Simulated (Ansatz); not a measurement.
Steps of a relaxation of CH₃F₃Ge, SMILES `[CH3][Ge]([F])([F])[F]` with RKS PBE-D4/def2-SVP.

```sh
$ ansatz run in.yaml --threads 4 --pin off --events-out ev --progress --plain --max-ram 10444MiB
```

```yaml
crystal:
  periodic: [false, false, false]
  atoms:
    - {symbol: C, position_ang: [-0.831800, -0.252400, 0.562200]}
    - {symbol: Ge, position_ang: [0.727500, 0.161400, -0.473200]}
    - {symbol: F, position_ang: [2.064000, -0.649800, 0.257600]}
    - {symbol: F, position_ang: [0.600900, -0.405600, -2.120500]}
    - {symbol: F, position_ang: [1.025500, 1.888300, -0.511800]}
    - {symbol: H, position_ang: [-1.065100, -1.285400, 0.562800]}
    - {symbol: H, position_ang: [-0.724400, 0.161400, 1.593300]}
    - {symbol: H, position_ang: [-1.704500, 0.324900, 0.073800]}
basis:
  gaussian: {orbitals: def2-SVP}
hamiltonian: {xc: pbe, dispersion: d4}
relax: {f_tol: 0.03, max_steps: 200}
```

Positions (Å) and forces (eV/Å) along the path, 4 of 4 steps:

```xyz
8
step=1 energy=-65726.0607 eV
C    -0.832   -0.252    0.562   -1.124    2.832   -0.358
Ge    0.728    0.161   -0.473   -0.521    0.112   -0.006
F     2.064   -0.650    0.258    0.592   -0.015   -0.044
F     0.601   -0.406   -2.120    0.176    0.192    0.178
F     1.026    1.888   -0.512    0.113   -0.451   -0.101
H    -1.065   -1.285    0.563   -0.229   -1.695    0.045
H    -0.724    0.161    1.593    0.088   -0.263   -0.262
H    -1.704    0.325    0.074    0.904   -0.713    0.547
8
step=2 energy=-65726.1892 eV
C    -0.879   -0.227    0.562   -0.402    0.796   -0.082
Ge    0.718    0.144   -0.448   -0.058    0.159   -0.198
F     2.132   -0.619    0.213    0.049    0.023    0.009
F     0.633   -0.386   -2.107    0.013    0.021    0.115
F     1.062    1.854   -0.533    0.012   -0.202    0.033
H    -1.089   -1.299    0.565   -0.024   -0.437    0.058
H    -0.741    0.159    1.593    0.016   -0.137   -0.052
H    -1.744    0.317    0.100    0.395   -0.224    0.118
8
step=3 energy=-65726.1916 eV
C    -0.903   -0.218    0.572    0.512    0.129   -0.341
Ge    0.721    0.153   -0.461   -0.456   -0.128    0.358
F     2.133   -0.610    0.207    0.039   -0.007    0.001
F     0.631   -0.386   -2.109   -0.001   -0.017   -0.077
F     1.085    1.849   -0.532    0.037    0.070   -0.023
H    -1.081   -1.307    0.574   -0.036   -0.070    0.015
H    -0.750    0.152    1.600   -0.021    0.009    0.068
H    -1.746    0.311    0.093   -0.074    0.014   -0.002
8
step=4 energy=-65726.2007 eV
C    -0.889   -0.214    0.562    0.006    0.000   -0.002
Ge    0.712    0.153   -0.450   -0.010   -0.001    0.006
F     2.128   -0.610    0.211    0.008   -0.003    0.004
F     0.618   -0.387   -2.100   -0.002   -0.003   -0.010
F     1.089    1.849   -0.534    0.005    0.008   -0.001
H    -1.072   -1.305    0.567   -0.002   -0.002    0.000
H    -0.752    0.149    1.598   -0.002    0.000    0.003
H    -1.742    0.308    0.091   -0.003    0.000   -0.001
```

Run time 2.3 s (4 threads of an AMD EPYC 9R45 on a shared host); peak host memory 0.17 GiB.
